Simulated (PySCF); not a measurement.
Simulation results for AlH3N

Calculation on a computer-drawn molecule: vertical ionisation energy to the stated ion spin, frozen-core CCSD(T) at the basis limit and cheaper methods, single-reference cases, UHF for radicals, no spin-orbit; all values are single points at the evaluated structure, the first of each entry, which is the reference or a displaced copy of it and isn't optimised; the reference structure only sets the zero of the energies above reference; triples share is (T) over the correlation energy. Program: PySCF 2.14.0.

Common to all runs: charge 0; multiplicity 2; ion multiplicity 1; diffuse functions no; basis cc-pV(n+d)Z; reference is the Hartree-Fock double-zeta minimum; best is HF at quadruple zeta + MP2 correlation extrapolated from triple and quadruple zeta + CCSD(T) minus MP2 at triple zeta; basis step is the size of the change from the same recipe one zeta lower.

(1) AlH3N

Evaluated structure:
```xyz
5
AlH3N
N      1.5279    -0.5926     0.1502
Al     1.1581    -0.0757    -1.5958
H      1.6453     0.0429     0.8546
H      1.4831    -1.5576     0.4567
H      0.8489    -1.2703    -2.6676
```

Reference structure:
```xyz
5
AlH3N
N      1.4810    -0.5624     0.1020
Al     1.0531    -0.0744    -1.5444
H      1.6558     0.0589     0.8698
H      1.5852    -1.5127     0.4103
H      0.8229    -1.2507    -2.5940
```

* ionisation energy best: 7.851 eV
* ionisation energy basis step: 0.03911 eV
* energy above reference best: 3.502 kcal/mol
* energy above reference basis step: 0.113 kcal/mol
* total energy HF triple zeta: -298.1399 hartree
* total energy CCSD(T) triple zeta: -298.4510 hartree
* total energy best: -298.4925 hartree
* T1 diagnostic at triple zeta: 0.01567
* D1 diagnostic at triple zeta: 0.03754
* spin squared at triple zeta: 0.7556
* ion T1 diagnostic at triple zeta: 0.01801
* ion D1 diagnostic at triple zeta: 0.04475
* triples share at triple zeta: 0.03483
* basis functions triple zeta: 111
* dipole magnitude HF at triple zeta: 0.809 debye
* dipole magnitude CCSD unrelaxed at triple zeta: 0.9222 debye
* dipole magnitude PBE at triple zeta: 1.046 debye
* dipole magnitude r2SCAN at triple zeta: 1.031 debye
* dipole magnitude B3LYP at triple zeta: 0.9294 debye
* dipole magnitude wB97X at triple zeta: 0.9012 debye

Drawn bonds:
| atom | other atom | order |
| --- | --- | --- |
| 1 | 2 | 1 |
| 1 | 3 | 1 |
| 1 | 4 | 1 |
| 2 | 5 | 1 |

Triple zeta:
| method | ionisation energy (eV) | energy above reference (kcal/mol) |
| --- | --- | --- |
| HF | 7.698 | 3.909 |
| PBE | 7.811 | 3.147 |
| r2SCAN | 7.968 | 3.653 |
| B3LYP | 7.919 | 3.477 |
| wB97X | 7.807 | 3.778 |
| MP2 | 7.761 | 3.633 |
| CCSD | 7.796 | 3.656 |
| CCSD(T) | 7.791 | 3.542 |

(2) AlH3N

Evaluated structure:
```xyz
5
AlH3N
N      1.4472    -0.4928     0.0464
Al     0.9625    -0.1270    -1.6552
H      1.6834     0.1704     0.8981
H      1.4489    -1.4671     0.3825
H      0.7899    -1.2334    -2.6815
```

Reference structure:
```xyz
5
AlH3N
N      1.4810    -0.5624     0.1020
Al     1.0531    -0.0744    -1.5444
H      1.6558     0.0589     0.8698
H      1.5852    -1.5127     0.4103
H      0.8229    -1.2507    -2.5940
```

* ionisation energy best: 7.521 eV
* ionisation energy basis step: 0.0356 eV
* energy above reference best: 6.49 kcal/mol
* energy above reference basis step: 0.2628 kcal/mol
* total energy HF triple zeta: -298.1324 hartree
* total energy CCSD(T) triple zeta: -298.4464 hartree
* total energy best: -298.4877 hartree
* T1 diagnostic at triple zeta: 0.01522
* D1 diagnostic at triple zeta: 0.03761
* spin squared at triple zeta: 0.754
* ion T1 diagnostic at triple zeta: 0.01688
* ion D1 diagnostic at triple zeta: 0.04392
* triples share at triple zeta: 0.03561
* basis functions triple zeta: 111
* dipole magnitude HF at triple zeta: 1.017 debye
* dipole magnitude CCSD unrelaxed at triple zeta: 1.166 debye
* dipole magnitude PBE at triple zeta: 1.298 debye
* dipole magnitude r2SCAN at triple zeta: 1.262 debye
* dipole magnitude B3LYP at triple zeta: 1.145 debye
* dipole magnitude wB97X at triple zeta: 1.167 debye

Drawn bonds:
| atom | other atom | order |
| --- | --- | --- |
| 1 | 2 | 1 |
| 1 | 3 | 1 |
| 1 | 4 | 1 |
| 2 | 5 | 1 |

Triple zeta:
| method | ionisation energy (eV) | energy above reference (kcal/mol) |
| --- | --- | --- |
| HF | 7.317 | 8.653 |
| PBE | 7.489 | 5.555 |
| r2SCAN | 7.628 | 6.57 |
| B3LYP | 7.58 | 6.377 |
| wB97X | 7.445 | 6.89 |
| MP2 | 7.411 | 6.467 |
| CCSD | 7.46 | 6.731 |
| CCSD(T) | 7.46 | 6.399 |

(3) AlH3N

Evaluated structure:
```xyz
5
AlH3N
N      1.4472    -0.4928     0.0464
Al     0.9901    -0.1479    -1.5582
H      1.6834     0.1704     0.8981
H      1.4489    -1.4671     0.3825
H      0.8175    -1.2543    -2.5845
```

Reference structure:
```xyz
5
AlH3N
N      1.4810    -0.5624     0.1020
Al     1.0531    -0.0744    -1.5444
H      1.6558     0.0589     0.8698
H      1.5852    -1.5127     0.4103
H      0.8229    -1.2507    -2.5940
```

* ionisation energy best: 7.354 eV
* ionisation energy basis step: 0.02878 eV
* energy above reference best: 7.916 kcal/mol
* energy above reference basis step: 0.035 kcal/mol
* total energy HF triple zeta: -298.1314 hartree
* total energy CCSD(T) triple zeta: -298.4442 hartree
* total energy best: -298.4855 hartree
* T1 diagnostic at triple zeta: 0.01411
* D1 diagnostic at triple zeta: 0.03354
* spin squared at triple zeta: 0.7537
* ion T1 diagnostic at triple zeta: 0.0147
* ion D1 diagnostic at triple zeta: 0.03588
* triples share at triple zeta: 0.03483
* basis functions triple zeta: 111
* dipole magnitude HF at triple zeta: 1.493 debye
* dipole magnitude CCSD unrelaxed at triple zeta: 1.573 debye
* dipole magnitude PBE at triple zeta: 1.664 debye
* dipole magnitude r2SCAN at triple zeta: 1.65 debye
* dipole magnitude B3LYP at triple zeta: 1.546 debye
* dipole magnitude wB97X at triple zeta: 1.597 debye

Drawn bonds:
| atom | other atom | order |
| --- | --- | --- |
| 1 | 2 | 1 |
| 1 | 3 | 1 |
| 1 | 4 | 1 |
| 2 | 5 | 1 |

Triple zeta:
| method | ionisation energy (eV) | energy above reference (kcal/mol) |
| --- | --- | --- |
| HF | 7.13 | 9.271 |
| PBE | 7.336 | 7.323 |
| r2SCAN | 7.465 | 7.678 |
| B3LYP | 7.416 | 7.663 |
| wB97X | 7.269 | 7.796 |
| MP2 | 7.248 | 7.884 |
| CCSD | 7.293 | 7.966 |
| CCSD(T) | 7.299 | 7.815 |

(4) AlH3N

Evaluated structure:
```xyz
5
AlH3N
N      1.4472    -0.4928     0.0464
Al     0.9853    -0.1442    -1.5751
H      1.6834     0.1704     0.8981
H      1.4489    -1.4671     0.3825
H      0.8127    -1.2506    -2.6014
```

Reference structure:
```xyz
5
AlH3N
N      1.4810    -0.5624     0.1020
Al     1.0531    -0.0744    -1.5444
H      1.6558     0.0589     0.8698
H      1.5852    -1.5127     0.4103
H      0.8229    -1.2507    -2.5940
```

- ionisation energy best: ?
- total energy HF triple zeta: ?

Drawn bonds:
| atom | other atom | order |
| --- | --- | --- |
| 1 | 2 | 1 |
| 1 | 3 | 1 |
| 1 | 4 | 1 |
| 2 | 5 | 1 |

Q: Give the missing ionisation energy best for AlH3N (entry 4).
A: 7.384 eV

Q: AlH3N (entry 4): total energy HF triple zeta?
A: -298.1324 hartree

Further results for AlH3N (entry 4):

- ionisation energy basis step: 0.02989 eV
- energy above reference best: 7.168 kcal/mol
- energy above reference basis step: 0.07406 kcal/mol
- total energy CCSD(T) triple zeta: -298.4454 hartree
- total energy best: -298.4867 hartree
- T1 diagnostic at triple zeta: 0.01428
- D1 diagnostic at triple zeta: 0.03421
- spin squared at triple zeta: 0.7538
- ion T1 diagnostic at triple zeta: 0.01503
- ion D1 diagnostic at triple zeta: 0.03714
- triples share at triple zeta: 0.03496
- basis functions triple zeta: 111
- dipole magnitude HF at triple zeta: 1.412 debye
- dipole magnitude CCSD unrelaxed at triple zeta: 1.503 debye
- dipole magnitude PBE at triple zeta: 1.601 debye
- dipole magnitude r2SCAN at triple zeta: 1.584 debye
- dipole magnitude B3LYP at triple zeta: 1.478 debye
- dipole magnitude wB97X at triple zeta: 1.523 debye

Triple zeta:
| method | ionisation energy (eV) | energy above reference (kcal/mol) |
| --- | --- | --- |
| HF | 7.163 | 8.655 |
| PBE | 7.363 | 6.532 |
| r2SCAN | 7.494 | 6.999 |
| B3LYP | 7.445 | 6.954 |
| wB97X | 7.3 | 7.15 |
| MP2 | 7.276 | 7.133 |
| CCSD | 7.323 | 7.248 |
| CCSD(T) | 7.328 | 7.066 |
